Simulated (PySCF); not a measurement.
Input file for PySCF: R-HF/STO-3G on CH4Sn (SMILES [CH3][SnH]), a point of a bond scan (R = 1.312 Å).

```python
from pyscf import gto, scf, dft, mp
from pyscf.data.elements import chemcore

mol = gto.M(
    atom='''
    Sn    0.00983745    0.25050043    0.24518718
    H    -0.34594591    1.41339688   -1.06484958
    C    -0.01334196   -1.45640015   -1.15807253
    H     0.88736267   -1.26174843   -2.09160124
    H    -0.98669425   -1.50317430   -1.65333226
    H     0.18357434   -2.40265271   -0.65672900
    ''',
    basis='sto-3g',
    charge=0, spin=0, verbose=3, max_memory=1800)
mf = scf.RHF(mol)
mf.conv_tol = 1e-8
mf.max_cycle = 100
mf.kernel()
if not mf.converged:
    mf = mf.newton().run(mf.mo_coeff, mf.mo_occ)
```

Program output:

```
converged SCF energy = -6002.94290866277
```

The run converged.

Cost: roughly 0.4 core-seconds.
